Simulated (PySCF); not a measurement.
Computed shifts of a molecule C2H8BNO2, PySCF with PBE/pcSseg-1, GIAO, gas phase, equivalent atoms averaged, in ppm (number of nuclei): ¹³C: 69.4 (1), 66.9 (1). ¹⁵N: 80.0 (1). ¹H: 3.62 (3), 3.52 (1), 3.11 (2), 2.96 (1), 2.92 (1). References: ¹³C against TMS (σ = 182.0 ppm); ¹⁷O against H2O (σ = 334.3 ppm); ¹¹B against BF3 (σ = 83.9 ppm); ¹⁵N against NH3 (σ = 267.0 ppm); ¹H against TMS (σ = 31.49 ppm), references at their B3LYP-D3(BJ)/def2-TZVP geometries, non-relativistic. The structure is a stationary point at B3LYP-D3(BJ)/def2-SVP. One conformer was computed; it need not be the lowest.

Q: Identify the compound among the candidates.
A) CNB(O)OC
B) CCOB(N)O
C) COB(N)OC
D) COCB(N)O

A: D, COCB(N)O
